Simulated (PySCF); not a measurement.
AsH4Si, SMILES [SiH3][AsH], multiplicity 2.

Coordinates come from a r2SCAN-D4/def2-TZVP optimisation. The isomer is the one that the SMILES or the coordinates give; other isomers of the formula were not compared.

Level of theory: PySCF with TDA-ωB97X/def2-SVPD.

Vertical excitations. Gas-phase values at a fixed geometry.

Computed UV-visible absorptions:
```csv
state,energy (eV),λ (nm),f,main pairs
root 1,2.13,582,0.001,β HOMO→LUMO 98 %
root 2,3.81,325,0.002,β HOMO−1→LUMO 89 %
root 3,5.33,233,0.000,"α HOMO→LUMO 66 %, α HOMO→LUMO+4 13 %, α HOMO→LUMO+2 10 %"
root 4,5.74,216,0.015,α HOMO→LUMO+1 86 %
root 5,6.01,206,0.001,"α HOMO−1→LUMO 29 %, β HOMO→LUMO+1 35 %, β HOMO→LUMO+5 8 %, β HOMO→LUMO+2 8 %"
root 6,6.13,202,0.012,β HOMO−2→LUMO 94 %
root 7,6.19,200,0.003,β HOMO−3→LUMO 88 %
root 8,6.58,188,0.007,"α HOMO−1→LUMO+1 24 %, β HOMO→LUMO+2 51 %, β HOMO→LUMO+1 10 %"
root 9,6.86,181,0.002,"α HOMO→LUMO+3 59 %, α HOMO−1→LUMO 18 %, β HOMO→LUMO+1 6 %"
root 10,6.93,179,0.011,"α HOMO→LUMO+2 71 %, α HOMO→LUMO+4 20 %"
```
Unrestricted roots are not spin-pure.
